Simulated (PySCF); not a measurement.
Geometry:
| atom | x (Å) | y (Å) | z (Å) |
| --- | --- | --- | --- |
| Si1 | 0.009 | -0.032 | 0.158 |
| N2 | 0.084 | -0.177 | 1.894 |
| H3 | -0.782 | -0.287 | 2.411 |
| H4 | 0.701 | 0.450 | 2.400 |
| C5 | 1.780 | -0.010 | -0.464 |
| H6 | 1.810 | -0.010 | -1.565 |
| H7 | 2.328 | -0.895 | -0.106 |
| H8 | 2.321 | 0.887 | -0.121 |
| C9 | -0.867 | 1.528 | -0.447 |
| H10 | -0.898 | 1.572 | -1.548 |
| H11 | -0.350 | 2.433 | -0.090 |
| H12 | -1.906 | 1.572 | -0.082 |
| C13 | -0.918 | -1.531 | -0.491 |
| H14 | -1.955 | -1.551 | -0.119 |
| H15 | -0.428 | -2.464 | -0.172 |
| H16 | -0.965 | -1.521 | -1.591 |

Geometry: PBE0-D3(BJ)/def2-SVP; GIAO absolute shieldings from PySCF 2.14.0 with density-fitted response routines, gas phase, non-relativistic, averaged over equivalent atoms.

At B3LYP/pcSseg-1 (147 basis functions, 46 s wall time (29 s CPU) on 1 thread of an AMD EPYC, shared host):
| atoms | σ (ppm) |
| --- | --- |
| Si1 | 335.1 |
| N2 | 240.4 |
| H6/H7/H8/H10/H11/H12/H14/H15/H16 | 31.38 |
| H3/H4 | 31.54 |
| C5/C9/C13 | 178.0 |

What do these become at PBE0/pcSseg-1?

Results:


| atoms | σ at PBE0/pcSseg-1 | change |
| --- | --- | --- |
| Si1 | 347.4 | +12.3 |
| N2 | 244.0 | +3.6 |
| H6/H7/H8/H10/H11/H12/H14/H15/H16 | 31.26 | -0.12 |
| H3/H4 | 31.40 | -0.14 |
| C5/C9/C13 | 183.1 | +5.1 |

The largest change is at Si1 (silicon bonded to 3 C, N). Cost: 147 basis functions, 62 s wall time (48 s CPU) on 1 thread of an AMD EPYC, shared host.
